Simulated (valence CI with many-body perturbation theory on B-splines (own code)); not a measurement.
# Energy levels of Ar V

Calculated by configuration interaction combined with many-body perturbation theory (CI+MBPT): four valence electrons over a frozen Dirac-Fock core [Ne], radial functions for each j: 11 s, 11 p, 9 d, 7 f, 5 g, 2 h, 1 i, with the one-electron correlation potential Σ1, the two-electron term Σ2, the three-electron term Σ3, Breit, model QED; selected CI, second order for the rest, scaled by the run's own slope (own B-spline code, finite nucleus).

Set against measurement, 28 paired levels are off by 66 cm⁻¹ on average, the worst by 230. These come from a selection out of Saloman, J. Phys. Chem. Ref. Data 39, 033101 (2010). Levels without a partner in it may be off by more. Among the levels kept, up to 330 cm⁻¹ of a level comes from second order outside the variational space, and about a tenth of that is noise between levels of different J, which matters for small intervals. 3 measured levels below the end of the list, from 252141 cm⁻¹ on, found no clear computed partner, and computed levels of the same name lie up to 13011 cm⁻¹ from them.

Levels 46 to 71 of 71, with energies above the lowest level, 3s2.3p2 3P_0. "Leading %" is the weight of the configuration and term that name the level; weights of strongly mixed levels are sums over their largest components and can fall short. In the jj column 3d3/2^4 stands for four electrons in 3d with j = 3/2.

| No. | Configuration | Term | J | E (eV) | Leading % | g | Second component | Leading jj |
| --- | --- | --- | --- | --- | --- | --- | --- | --- |
| 46 | 3s2.3p.4s | 3P° | 1 | 36.728 | 90 | 1.480 |  | 3s^2 3p1/2 4s (79 %) |
| 47 | 3s2.3p.4s | 3P° | 2 | 36.932 | 94 | 1.501 |  | 3s^2 3p3/2 4s (94 %) |
| 48 | 3s2.3p.4s | 1P° | 1 | 37.355 | 89 | 1.021 |  | 3s^2 3p3/2 4s (78 %) |
| 49 | 3s.3p2.3d | 5P | 3 | 38.135 | 98 | 1.668 |  | 3s 3p1/2 3p3/2 3d5/2 (50 %) |
| 50 | 3s.3p2.3d | 5P | 2 | 38.197 | 98 | 1.834 |  | 3s 3p1/2 3p3/2 3d3/2 (28 %) |
| 51 | 3s.3p2.3d | 5P | 1 | 38.236 | 98 | 2.502 |  | 3s 3p3/2^2 3d3/2 (48 %) |
| 52 | 3p4 | 1S | 0 | 38.665 | 54 |  | 36 % 3s.3p2.3d 1S | 3p1/2^2 3p3/2^2 (37 %) |
| 53 | 3s.3p2.3d | 3P | 2 | 39.627 | 63 | 1.501 | 28 % 3p4 3P | 3s 3p1/2 3p3/2 3d5/2 (40 %) |
| 54 | 3s.3p2.3d | 3P | 1 | 39.758 | 63 | 1.500 | 28 % 3p4 3P | 3p1/2 3p3/2^3 (28 %) |
| 55 | 3s.3p2.3d | 3P | 0 | 39.830 | 62 |  | 28 % 3p4 3P | 3s 3p3/2^2 3d5/2 (28 %) |
| 56 | 3s.3p2.3d | 3G | 3 | 40.496 | 95 | 0.750 |  | 3s 3p1/2 3p3/2 3d3/2 (59 %) |
| 57 | 3s.3p2.3d | 3G | 4 | 40.507 | 95 | 1.050 |  | 3s 3p1/2 3p3/2 3d5/2 (32 %) |
| 58 | 3s.3p2.3d | 3G | 5 | 40.522 | 95 | 1.200 |  | 3s 3p1/2 3p3/2 3d5/2 (62 %) |
| 59 | 3s2.3p.4p | 1P | 1 | 41.278 | 65 | 0.854 | 16 % 3s2.3p.4p 3D | 3s^2 3p1/2 4p1/2 (54 %) |
| 60 | 3s.3p2.3d | 1G | 4 | 41.384 | 77 | 1.000 | 20 % 3s2.3d2 1G | 3s 3p1/2 3p3/2 3d5/2 (34 %) |
| 61 | 3s.3p2.3d | 3D | 1 | 41.418 | 42 | 0.641 | 25 % 3s2.3p.4p 1P | 3s^2 3p3/2 4p3/2 (21 %) |
| 62 | 3s.3p2.3d | 3D | 2 | 41.425 | 71 | 1.167 | 25 % 3s2.3p.4p 3D | 3s 3p3/2^2 3d5/2 (21 %) |
| 63 | 3s.3p2.3d | 3D | 3 | 41.483 | 82 | 1.331 | 14 % 3s2.3p.4p 3D | 3s 3p1/2 3p3/2 3d5/2 (36 %) |
| 64 | 3s2.3p.4p | 3D | 1 | 41.791 | 55 | 0.517 | 37 % 3s.3p2.3d 3D | 3s^2 3p1/2 4p1/2 (32 %) |
| 65 | 3s2.3p.4p | 3D | 2 | 41.845 | 62 | 1.168 | 31 % 3s.3p2.3d 3D | 3s^2 3p1/2 4p3/2 (38 %) |
| 66 | 3s2.3p.4p | 3D | 3 | 41.970 | 72 | 1.331 | 18 % 3s.3p2.3d 3D | 3s^2 3p3/2 4p3/2 (72 %) |
| 67 | 3s.3p2.3d | 1F | 3 | 42.089 | 93 | 1.006 |  | 3s 3p1/2 3p3/2 3d3/2 (33 %) |
| 68 | 3s2.3p.4p | 3P | 0 | 42.259 | 88 |  |  | 3s^2 3p1/2 4p1/2 (65 %) |
| 69 | 3s2.3p.4p | 3P | 1 | 42.308 | 81 | 1.531 | 7 % 3s2.3p.4p 3S | 3s^2 3p1/2 4p3/2 (54 %) |
| 70 | 3s2.3p.4p | 3P | 2 | 42.429 | 87 | 1.494 |  | 3s^2 3p3/2 4p3/2 (51 %) |
| 71 | 3s2.3p.4p | 3S | 1 | 42.575 | 83 | 1.958 | 7 % 3s2.3p.4p 3P | 3s^2 3p3/2 4p1/2 (44 %) |

Names give the largest LS component (configuration and term), which can be under half, so a name can repeat, a term be missing and a line seem to break the LS rules; names also repeat where a configuration has a term twice.

Where two levels of one J and parity lie close, their mixing, g and order are uncertain.
